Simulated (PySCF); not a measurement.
C6H8N2.
SMILES: `N#CC[C@H]1C=NCC1`

Method used: PySCF 2.14.0, density-fitted response routines, TDDFT CAM-B3LYP/def2-SVPD, vertical, gas phase, core orbitals frozen in the response. Geometry: PBE0-D3(BJ)/def2-SVP, one conformer, isolated molecule.

Computed states:

```csv
state,E (eV),f
S1,5.37,0.0024
S2,7.36,0.176
S3,7.40,0.055
S4,7.63,0.0012
S5,7.84,0.0029
S6,7.96,0.0020
```

Broadening: Gaussians 0.4 eV wide at half height, area fixed by f = 4.319×10⁻⁹ ∫ε dν̃. The width is an assumption, not a result. The curve ends short of the highest state used, and states not computed would add to its high-energy end.

Question: What does the envelope look like, and where are its maxima?

Answer: 
(λ (nm), ε (L mol⁻¹ cm⁻¹)): (168.5, 15466), (172.5, 8875), (176.5, 2055), (180.5, 216), (184.4, 12), (188.4, 0), (192.4, 0), (196.3, 0), (200.3, 0), (204.3, 0), (208.3, 0), (212.2, 3), (216.2, 16), (220.2, 50), (224.2, 103), (228.1, 149), (232.1, 158), (236.1, 126), (240.0, 78), (244.0, 38), (248.0, 15), (252.0, 5), (255.9, 1), (259.9, 0)

Maxima: 231 nm (5.37 eV), ε about 160, made up of S1 (100%) (ε in L mol⁻¹ cm⁻¹; maxima over ε = 5, shares over 10%). At its high-energy end, 7.36 eV, the curve is still rising (ε about 15000, from S2 and S3).

Question: Coming from long wavelengths, where does ε first pass 100 L mol⁻¹ cm⁻¹?

Answer: At about 238 nm (5.21 eV), 0.16 eV below S1.

Question: What would ε be at 5.37 eV, the highest of these maxima, with half the width (0.2 eV)?

Answer: About 321 L mol⁻¹ cm⁻¹ against 160, a factor of about 2.00; a lone state at its own centre would give exactly 2.

Question: On this curve, what absorbance would a 10⁻³ mol/L sample give at 248 nm over a 1 cm path?

Answer: 248 nm is 4.999 eV, where ε is about 15 L mol⁻¹ cm⁻¹, so A = ε c l ≈ 0.015 (Beer–Lambert, with the gas-phase spectrum and the assumed width).

Hardware: an x86-64 server with one thread, shared host. Cost: 62 s of wall time.
